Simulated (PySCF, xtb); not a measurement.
C3H9FSi2, SMILES [SiH3][C@@]1([C@H]([SiH3])C1)F.

GFN2-xTB in xtb 6.7.1 at its own geometry gives an orbital gap of 5.32 eV and a dipole moment of 1.97 D.

Geometry: r2SCAN-D4/def2-SVP. The structure was generated by enumeration; whether it is a known compound was not checked.

Q: What does PBE/def2-TZVP (PySCF) give? (An estimate is asked for; the answer gives what the named calculation found.)

A: gap 6.32 eV (levels -6.78 and -0.46 eV), dipole 1.06 D.
